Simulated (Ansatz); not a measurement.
Job for Ansatz (a program for electronic structure): U-B3LYP/cc-pVTZ on BrGaH2 (SMILES [GaH2][Br]), a point of a bond scan (R = 1.557 Å).

Ansatz 0.2 input:
```yaml
crystal:
  periodic: [false, false, false]
  atoms:
    - {symbol: Ga, position_ang: [-0.62727121, -0.97642227, 0.15641510]}
    - {symbol: H, position_ang: [-0.07053369, -1.95940581, 1.22858422]}
    - {symbol: H, position_ang: [-1.89600936, -1.10175241, -0.73821097]}
    - {symbol: Br, position_ang: [0.61177002, 0.95229282, -0.15254975]}
basis:
  gaussian:
    orbitals: cc-pVTZ
hamiltonian:
  xc: {name: B3LYP}
magnetization: {spin_polarized: true, initial_magnetization: 0}
```

The head of its log:

```
WARN ansatz: RAYON_NUM_THREADS=1 ignored (pool sized by the plan → 1); use --threads N
Functional definition: B3LYP
integrals: 0.06 GiB planned
717 factors; integrals over basis functions are off by at most 1.2e-3 eV
mean field: 0.77 GiB planned
mean field evaluation 1: about -122461.6195 eV, gradient 1.6e1 eV
mean field evaluation 2: about -122461.5741 eV, gradient 1.8e1 eV
```

**Question.** Predict the final total energy.

**Answer.** -4500.4155 hartree.
